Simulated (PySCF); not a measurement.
SMILES [CH2]CCCCC, doublet, GFN2-xTB optimised geometry.

```
19

C     -1.75     2.58     0.30
C     -1.34     1.17     0.21
C      0.19     1.04     0.00
C      0.67    -0.41     0.00
C      0.18    -1.22    -1.20
C      0.79    -2.62    -1.22
H     -1.87     3.16    -0.59
H     -1.76     3.09     1.24
H     -1.60     0.64     1.13
H     -1.84     0.69    -0.63
H      0.46     1.51    -0.95
H      0.70     1.58     0.80
H      0.34    -0.90     0.92
H      1.76    -0.41     0.00
H      0.46    -0.70    -2.12
H     -0.90    -1.30    -1.18
H      0.43    -3.18    -2.08
H      0.52    -3.16    -0.32
H      1.87    -2.57    -1.28
```

Density from unrestricted PBE0/def2-SVP in PySCF at that geometry.

Minimum of the electron density along straight lines between bonded atoms, close to the bond critical point (lines longer than 1.1 times the sum of covalent radii, or with two minima, are not listed):

| bond | length / Å | ρ at the minimum / e bohr⁻³ | ∇²ρ there / e bohr⁻⁵ | position (fraction from the first atom) |
|---|---|---|---|---|
| C1–C2 | 1.470 | 0.268 | -0.64 | 0.51 |
| C2–C3 | 1.550 | 0.231 | -0.50 | 0.50 |
| C3–C4 | 1.527 | 0.244 | -0.55 | 0.50 |
| C4–C5 | 1.527 | 0.244 | -0.56 | 0.50 |
| C5–C6 | 1.524 | 0.243 | -0.55 | 0.50 |
| C1–H7 | 1.073 | 0.284 | -1.07 | 0.63 |
| C1–H8 | 1.073 | 0.284 | -1.07 | 0.63 |
| C2–H9 | 1.093 | 0.275 | -0.99 | 0.62 |
| C2–H10 | 1.093 | 0.275 | -0.99 | 0.62 |
| C3–H11 | 1.092 | 0.276 | -1.00 | 0.62 |
| C3–H12 | 1.092 | 0.276 | -1.00 | 0.62 |
| C4–H13 | 1.093 | 0.275 | -0.99 | 0.62 |
| C4–H14 | 1.094 | 0.275 | -0.98 | 0.62 |
| C5–H15 | 1.093 | 0.275 | -0.99 | 0.62 |
| C5–H16 | 1.091 | 0.276 | -0.99 | 0.62 |
| C6–H17 | 1.088 | 0.276 | -1.00 | 0.62 |
| C6–H18 | 1.088 | 0.276 | -1.00 | 0.62 |
| C6–H19 | 1.088 | 0.276 | -1.00 | 0.62 |
